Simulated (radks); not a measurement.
Excited configurations of the potassium ion K+: one electron is placed in a higher orbital outside [Ne] 3s2 3p5. The ground configuration is [Ar]. Calculated with a radial shooting solver on a logarithmic mesh with Libxc functionals: Dirac Kohn-Sham, PBE, spin-unpolarised, spherical densities, finite nucleus; open shells fill j = l - 1/2 first; Fermi nuclear charge, rms radius 3.4349 fm. Excitation = E - E(ground); binding = E(ion) - E, where the ion is the core of charge +2; n* = 2/sqrt(2 binding) in atomic units, and the quantum defect is n - n*.

outer orbital  excitation (eV)  binding (eV)     n*  quantum defect  eigenvalue (eV)  <r> (bohr)
3d3/2                   21.609        10.225  2.307           0.693           -5.714       2.491
4p1/2                   23.336         8.498  2.531           1.469           -6.348       4.532
5p1/2                   27.298         4.536  3.464           1.536           -3.540       8.889
6s1/2                   28.569         3.265  4.083           1.917           -2.627       12.96
6d3/2                   29.740         2.095  5.097           0.903           -1.665       18.88
7s1/2                   29.673         2.161  5.018           1.982           -1.761       19.68

Estimate the row for 4f5/2.

Answer. excitation (eV) 28.359; binding (eV) 3.475; n* 3.957; quantum defect 0.043; eigenvalue (eV) -2.484; <r> (bohr) 8.785. The Delta-SCF ionisation energy is 31.834 eV (NIST Atomic Spectra Database: 31.625 eV, measured). Self-interaction in the functional shifts the binding energies and quantum defects, so they are the method's values and not measured ones. Spin polarisation and multiplet splitting are left out, so open shells lie too high by an amount that depends on their filling.

Beside tabulated values, note that spin-unpolarised runs miss the spin-polarisation part of the exchange energy of open shells.
